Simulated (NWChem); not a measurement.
System: SiH$_{3}$F; SMILES F[SiH3]

```xyz
5

Si     0.0000     0.0000    -0.4590
F      0.0000     0.0000     1.1655
H      0.9981     0.9981    -0.9329
H      0.3653    -1.3634    -0.9329
H     -1.3634     0.3653    -0.9329
```
Atoms are numbered in this order, from 1.

Results from NWChem. Geometry: optimised at PBE0/def2-SVP. Level: PBE0/def2-SVP with SMD (1 M gas to 1 M solution), gas-phase geometry. Reactions with the solvent are ignored.

For solvent water:

* **solvation free energy (kcal/mol)**: 0.9
* **cavity-dispersion-structure term (kcal/mol)**: 2.4

Q: What are these values for solvent chlorobenzene?

A: 
- solvation free energy (kcal/mol): -1.1
- cavity-dispersion-structure term (kcal/mol): 0.2
